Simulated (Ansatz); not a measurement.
TaSi3⁻, relaxed as a quintet with UKS PBE-D4/def2-SVPD in Ansatz, starting from the PBE-D4/def2-SVPD geometry of the charge -1 singlet. Force threshold 0.02 eV/Å.

In the def2 sets Ta takes a core potential; there is no spin–orbit coupling. The highest occupied level of the charge -1 quintet lies above zero (up to 0.67 eV). The electron is either unbound and held by the finite basis, or the level is raised by self-interaction error. At PBE-D4/def2-SVPD a triplet of charge -1 lies 0.65 eV below the quintet, each at its own geometry. The structure comes from a short search, and lower isomers may exist.

Start:

Cartesian coordinates in Å:
```
Ta -1.370 0.987 -0.639
Si -0.451 -1.263 -0.400
Si 0.764 -0.527 1.479
Si 1.057 0.803 -0.441
```

**Question.** Estimate the energy that the relaxation releases and the steps that it takes.

**Answer.** 41.0 kJ/mol, in 8 steps; 42 s on 4 threads of Arm Neoverse V2 on a shared host. No frequencies were taken in this run, so the end may be a saddle point.

**Question.** Does the start keep its bonding and symmetry?

**Answer.** By distances, no bond broke or formed. The bond that changes most is Si2–Si4, from 2.56 to 2.38 Å (atoms count from 1). Point group Cs at the start, C2v at the end, both within 0.05 Å.

**Question.** Predict the relaxed structure.

**Answer.** 
```xyz
4

Ta   -1.393    0.989   -1.339
Si   -0.668   -0.986    0.057
Si    1.324   -0.941    1.265
Si    0.736    0.938    0.018
```
Bond lengths: 3 × Si–Si 2.33 to 2.38 Å; 2 × Si–Ta 2.53 Å.
